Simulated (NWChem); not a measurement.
Everything below was run with NWChem. System: CH3Li, charge 0, spin multiplicity 1, at a geometry optimised with PBE/def2-SVP. The structure started from a generated list of species. Level: MP2/def2-TZVP, 1 core orbitals frozen.

Job file:

```
start mol
memory heap 200 mb stack 900 mb global 1100 mb
geometry units angstroms nocenter noautoz
  Li     0.932629    -1.296165     0.000000
  C     -0.223810     0.311052     0.000000
  H     -0.900175     0.375330     0.885897
  H     -0.900175     0.375330    -0.885897
  H      0.345321     1.271524     0.000000
  symmetry group Cs
end
basis spherical
  * library def2-tzvp
end
scf
  rhf
  nopen 0
  maxiter 100
  thresh 1e-7
  semidirect memsize 60000000 filesize 0
end
mp2
  freeze core 1
end
task mp2 energy
```

Output (cleaned and shortened):

```
             Northwest Computational Chemistry Package (NWChem) 7.3.0
             --------------------------------------------------------

                                NWChem Input Module
                                -------------------

 Scaling coordinates for geometry "geometry" by  1.889725989
 (inverse scale =  0.529177249)

 Turning off AUTOSYM since
 SYMMETRY directive was detected!

                             Geometry "geometry" -> ""
                             -------------------------

 Output coordinates in angstroms (scale by  1.889725989 to convert to a.u.)

  No.       Tag          Charge          X              Y              Z
 ---- ---------------- ---------- -------------- -------------- --------------
    1 Li                   3.0000     0.93262900    -1.29616500     0.00000000
    2 C                    6.0000    -0.22381000     0.31105200     0.00000000
    3 H                    1.0000    -0.90017500     0.37533000     0.88589700
    4 H                    1.0000    -0.90017500     0.37533000    -0.88589700
    5 H                    1.0000     0.34532100     1.27152400     0.00000000

 Effective nuclear repulsion energy (a.u.)      16.0466072113

            Nuclear Dipole moment (a.u.)
            ----------------------------
        X                 Y               Z
 ---------------- ---------------- ----------------
    -0.0000037795     0.0000018897     0.0000000000

      Symmetry information
      --------------------

 Group name             Cs
 Group number              2
 Group order               2
 No. of unique centers     4

      Symmetry unique atoms

     1    2    3    5


 Summary of "ao basis" -> "" (spherical)
 ------------------------------------------------------------------------------
       Tag                 Description            Shells   Functions and Types
 ---------------- ------------------------------  ------  ---------------------
 *                         def2-tzvp                  on all atoms

 Summary of "ao basis" -> "ao basis" (spherical)
 ------------------------------------------------------------------------------
       Tag                 Description            Shells   Functions and Types
 ---------------- ------------------------------  ------  ---------------------
 Li                        def2-tzvp                 8       14   5s3p
 C                         def2-tzvp                11       31   5s3p2d1f
 H                         def2-tzvp                 4        6   3s1p

                                 NWChem SCF Module
                                 -----------------

  ao basis        = "ao basis"
  functions       =    63
  atoms           =     5
  closed shells   =     6
  open shells     =     0
  charge          =   0.00
  wavefunction    = RHF
  use symmetry    = T
  symmetry adapt  = T

 Summary of "ao basis" -> "ao basis" (spherical)
 ------------------------------------------------------------------------------
       Tag                 Description            Shells   Functions and Types
 ---------------- ------------------------------  ------  ---------------------
 Li                        def2-tzvp                 8       14   5s3p
 C                         def2-tzvp                11       31   5s3p2d1f
 H                         def2-tzvp                 4        6   3s1p

      Symmetry analysis of basis
      --------------------------

        a'         43
        a"         20

 Forming initial guess at       0.0s

      Superposition of Atomic Density Guess
[...]
    21     -0.259107  2 C  py                27     -0.231701  2 C  py
    23      0.194441  2 C  px                20      0.186441  2 C  px
    26      0.166720  2 C  px

 Vector    7  Occ=0.000000D+00  E= 7.216399D-03  Symmetry=a'
              MO Center=  1.6D+00, -2.2D+00, -5.9D-16, r^2= 6.6D+00
   Bfn.  Coefficient  Atom+Function         Bfn.  Coefficient  Atom+Function
  ----- ------------  ---------------      ----- ------------  ---------------
     5      1.060116  1 Li s                 10     -0.432341  1 Li py
    19      0.422850  2 C  s                  4     -0.319110  1 Li s
     9      0.311078  1 Li px                18     -0.174578  2 C  s

 Vector    8  Occ=0.000000D+00  E= 9.528893D-02  Symmetry=a'
              MO Center=  1.1D+00, -1.5D+00,  2.4D-18, r^2= 5.8D+00
   Bfn.  Coefficient  Atom+Function         Bfn.  Coefficient  Atom+Function
  ----- ------------  ---------------      ----- ------------  ---------------
     9      0.909445  1 Li px                10      0.654361  1 Li py
    26     -0.349127  2 C  px                27     -0.251216  2 C  py

 Vector    9  Occ=0.000000D+00  E= 9.528901D-02  Symmetry=a"
              MO Center=  1.1D+00, -1.5D+00, -7.9D-14, r^2= 5.8D+00
   Bfn.  Coefficient  Atom+Function         Bfn.  Coefficient  Atom+Function
  ----- ------------  ---------------      ----- ------------  ---------------
    11      1.120392  1 Li pz                28     -0.430115  2 C  pz

 center of mass
 --------------
 x =   0.20502733 y =  -0.28494575 z =   0.00000000

 moments of inertia (a.u.)
 ------------------
          56.931358780255          32.834367512304           0.000000000000
          32.834367512304          34.923409464902           0.000000000000
           0.000000000000           0.000000000000          80.556568407565

  Mulliken analysis of the total density
  --------------------------------------

    Atom       Charge   Shell Charges
 -----------   ------   -------------------------------------------------------
    1 Li   3     2.23   0.36  1.30  0.33  0.11  0.04  0.06  0.03  0.00
    2 C    6     7.05   0.85  1.12  0.47  0.68  0.32  1.19  1.52  0.85  0.01  0.03  0.00
    3 H    1     0.91   0.26  0.49  0.14  0.02
    4 H    1     0.91   0.26  0.49  0.14  0.02
    5 H    1     0.91   0.26  0.49  0.14  0.02

       Multipole analysis of the density wrt the origin
       ------------------------------------------------

     L   x y z        total         open         nuclear
     -   - - -        -----         ----         -------
     0   0 0 0     -0.000000      0.000000     12.000000

     1   1 0 0      1.393056      0.000000     -0.000004
     1   0 1 0     -1.936083      0.000000      0.000002
     1   0 0 1      0.000000      0.000000      0.000000

     2   2 0 0     -6.017486      0.000000     16.604780
     2   1 1 0     -3.720326      0.000000    -15.287240
     2   1 0 1     -0.000000      0.000000      0.000000
     2   0 2 0     -3.523808      0.000000     26.851439
     2   0 1 1      0.000000      0.000000      0.000000
     2   0 0 2     -8.694334      0.000000      5.605239

                   NWChem MP2 Semi-direct Energy/Gradient Module
                   ---------------------------------------------

  Basis functions       =     63
  Molecular orbitals    =     63
  Frozen core           =      1
  Frozen virtuals       =      0
  Active alpha occupied =      5
  Active beta occupied  =      5
  Active alpha virtual  =     57
  Active beta virtual   =     57
  Use MO symmetry       = T
  Use skeleton AO sym   = T

  AO/Fock/Back tols     =   1.0D-09  1.0D-09  1.0D-09

 GA uses MA = F    GA memory limited = T

 Available:
  local mem=  1.26D+08
 global mem=  1.44D+08
 local disk=  0.00D+00
  mp2_memr nvloc                    57
  nvloc new                    57
   1 passes of   5:        4194304                      22341                   1952613.
   1 passes of   5: M    126153072           G      144171262           F     121958768.

 Semi-direct pass number   1 of   1  for RHF alpha+beta  at        0.6s
  vrange nnbf                  2008
  mp2_eaftype                    10  avail_ma_in_mb                  1099
 EAF : mp2_eaftype filesize          10     976307.
  mp2_eaf for mointskh                     10
Node 0 wrote      4.6 Mb in      0.0 s     Agg I/O rate:  2178.9 Mb/s
 Done moints_semi at        1.1s
  mp2_eaftype                    10  avail_ma_in_mb                  1089
 EAF : mp2_eaftype filesize          10     976307.
  mp2_eaf for kh                    10
 Done maket at        1.2s
 Done multipass loop at        1.2s

          -------------------------------------------
          SCF energy                 -47.034871837869
          Correlation energy          -0.228139111300
          Singlet pairs               -0.165725820863
          Triplet pairs               -0.062413290437
          Total MP2 energy           -47.263010949169
          -------------------------------------------

          ---------------------------------------------------
                    Spin Component Scaled (SCS) MP2
          Same spin pairs                     -0.041608860291
          Same spin scaling factor             0.333333333333
          Opposite spin pairs                 -0.186530251008
          Opposite spin scaling fact.          1.200000000000
          SCS-MP2 correlation energy          -0.237705921307
          Total SCS-MP2 energy               -47.272577759176
          ---------------------------------------------------

 -----------------------
 Performance information
 -----------------------

 Timer overhead =  2.23D-07 seconds/call

               Nr. of calls         CPU time (s)                 Wall time (s)                GFlops
             ---------------    -------------------     ------------------------------   -------------------
Name         Min   Avg   Max    Min     Avg     Max     Min     Avg     Max   Mx/calls   Min     Max     Sum
mp2: moin     1     1     1   0.58    0.58    0.58     0.58    0.58    0.58    0.58      0.0     0.0     0.0
mp2: make     1     1     1   3.75E-2 3.75E-2 3.75E-2  3.75E-2 3.75E-2 3.75E-2 3.75E-2   0.0     0.0     0.0
mp2: tota     1     1     1   0.65    0.65    0.65     0.65    0.65    0.65    0.65      0.0     0.0     0.0

 The average no. of pstat calls per process was 3.00D+00
 with a timing overhead of 6.68D-07s

 Task  times  cpu:        1.2s     wall:        1.2s

 Total times  cpu:        1.2s     wall:        1.2s
```
